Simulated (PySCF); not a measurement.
GaCl₂, SMILES [Cl][Ga][Cl], multiplicity 2. Coordinates come from a PBE-D3(BJ)/def2-TZVP optimisation. The multiplicity is an assumed one; other spin states were not compared. The isomer is the one that the SMILES or the coordinates give; other isomers of the formula were not compared.

Computed equilibrium geometry at PBE-D3(BJ)/def2-TZVP (PySCF confirms it by a frequency run) as bond lengths and angles, and its point group:
point group C2v.
Atoms: Ga1 Cl2 Cl3. Bonded distances (Å): Ga1–Cl2 2.184, Ga1–Cl3 2.184. Bond angles (°): Cl2–Ga1–Cl3 119.7.
Charge 0, spin multiplicity 2.
